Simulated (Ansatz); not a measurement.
```xyz
2

O     0.0000    0.0000   -0.1172
H     0.0000    0.0000    0.9374
```

Basis set: cc-pVDZ (spherical functions). Correlated methods keep 1 orbital frozen. Charge 0, multiplicity 2.

Computed with Ansatz (development build ahead of 0.2.0); each method stands on the lowest determinant of its kind that the runs found.

(1) Give the atomization energy at this shape (free ground-state atoms in the same class of orbitals less the molecule, no zero-point energy) of doublet OH by UHF-MP2, UHF.

Answers

(1)

| method | atomization energy |
| --- | --- |
| UHF-MP2 | 90.70 kcal/mol |
| UHF | 59.46 kcal/mol |
